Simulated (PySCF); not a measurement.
Identify the unknown among the candidates.

All candidates are C5H9OPS.

* Triplet: lowest triplet excitation (Tamm–Dancoff): 3.78 eV [TDA CAM-B3LYP/def2-SVPD]
* NMR, other nuclei: isotropic shieldings of nuclei other than C and H, by class: -355 (1 O), 339 (1 P), 810 (1 S) ppm [GIAO PBE0/pcSseg-1]
* Rotational structure: rotational constants A, B, C: 2.731, 1.005, 0.924 GHz [GFN2-xTB]
* 13C NMR: chemical shifts (computed TMS as zero) by class: 212.9 (1 C), 37.4 (2 C), 37.4 (2 C) ppm [GIAO PBE0/pcSseg-1]
* UV, strongest line: among the 8 lowest singlet transitions: S5 at 6.14 eV (202 nm, f = 0.058) [TDDFT CAM-B3LYP/def2-SVPD]
* Polarisability: 102.1 au [CAM-B3LYP/def2-SVPD]
* Dipole: 2.64 D [CAM-B3LYP/def2-SVPD]

The electronic properties come from PySCF, for the isolated species, density fitting. Levels stand in brackets. Geometry: GFN2-xTB, one conformer, isolated molecule. Each NMR value is the plain mean over a class of atoms that symmetry, rotation or inversion makes alike.

Question: Which candidate is it?
A. `CC[P@@]1(=S)C=C1OC`
B. `C=C[C@@H]1C[P@]1(=S)CO`
C. `O=C1CC[PH](=S)CC1`

Answer: C. It is `O=C1CC[PH](=S)CC1`. Numbering: `[O:1]=[C:2]1[CH2:3][CH2:4][PH:5](=[S:6])[CH2:7][CH2:8]1`. 5 carbons fall into 3 classes; from least to most shielded: ketone carbonyl carbon [C2] (212.9 ppm), sp3 carbon next to a carbonyl [C3/C8] (37.4 ppm, 2 C), ring sp3 carbon bound to phosphorus [C4/C7] (37.4 ppm, 2 C). The other shieldings belong to: -355 ppm, ketone oxygen [O1]; 339 ppm, phosphorus bonded to 2 C, S and H [P5]; 810 ppm, sulfur bonded to P [S6]. The optimised geometry has point group Cs and is an asymmetric top.

The others, at the same levels:
- `C=C[C@@H]1C[P@]1(=S)CO` fails: it has 5 carbon classes against 3; its computed 13C shifts are 141.8 (1 C), 124.9 (1 C), 68.9 (1 C), 39.7 (1 C), 25.8 (1 C) ppm, rotational constant A is 2.042 GHz (against 2.731 GHz) and smallest rotational constant is 0.771 GHz (against 0.924 GHz).
- `CC[P@@]1(=S)C=C1OC` fails: it has 5 carbon classes against 3; its computed 13C shifts are 180.9 (1 C), 114.4 (1 C), 63.5 (1 C), 43.8 (1 C), 11.9 (1 C) ppm, lowest triplet excitation (Tamm–Dancoff) is 4.43 eV (against 3.78 eV) and strongest line among the 8 lowest singlet transitions is S5 at 5.81 eV (213 nm, f = 0.111) (against S5 at 6.14 eV).

Each candidate is one conformer, not necessarily the lowest. Dipoles, sizes and rotational constants follow the conformer. The torsions of the flexible species, by atom-mapped SMILES:
- `[CH2:1]=[CH:2][C@@H:3]1[CH2:4][P@:5]1(=[S:6])[CH2:7][OH:8]`: C1–C2–C3–C4 -154°, C4–P5–C7–O8 101°, H–O8–C7–P5 54°
- `[CH3:1][CH2:2][P@@:3]1(=[S:4])[CH:5]=[C:6]1[O:7][CH3:8]`: C1–C2–P3–S4 54°, C5–C6–O7–C8 180°

The conformers of `O=C1CC[PH](=S)CC1` aren't listed.
